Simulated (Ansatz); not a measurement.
The same molecule with X = Cu, Ag, Au. Ansatz, PBE0-D4/def2-TZVP geometries, multiplicity 1. Each molecule was computed in one conformer, which needn't be the lowest.

Elements past krypton have def2 core potentials. Scalar relativity is left out up to krypton.

```
 X                molecule  mean X–O bond length / Å  mean X–P bond length / Å  HOMO energy (PBE0/def2-TZVPP) / eV  size of the dipole moment (PBE/def2-TZVPP) / D  HOMO energy (PBE/def2-TZVPP) / eV
Ag  `[OH][Ag-][P+](F)(F)F`                     1.964                     2.237                               -6.95                                            3.56                              -5.62
Au  `[OH][Au-][P+](F)(F)F`                     1.945                     2.150                               -7.58                                            2.71                              -6.16
```

**Question.** Give the row for X = Cu, `[OH][Cu-][P+](F)(F)F`. (An estimate is asked.)

**Answer.** The calculation gave: 
```tsv
X	molecule	mean X–O bond length / Å	mean X–P bond length / Å	HOMO energy (PBE0/def2-TZVPP) / eV	size of the dipole moment (PBE/def2-TZVPP) / D	HOMO energy (PBE/def2-TZVPP) / eV
Cu	`[OH][Cu-][P+](F)(F)F`	1.772	2.093	-7.04	2.96	-5.71
```

From Cu to Au the mean X–O bond length isn't monotonic: highest at Ag, lowest at Cu; the mean X–P bond length isn't monotonic: highest at Ag, lowest at Cu; the HOMO energy (PBE0/def2-TZVPP) isn't monotonic: highest at Ag, lowest at Au; the HOMO energy (PBE/def2-TZVPP) isn't monotonic: highest at Ag, lowest at Au. Dipoles are sizes alone, and their direction can turn along the series.
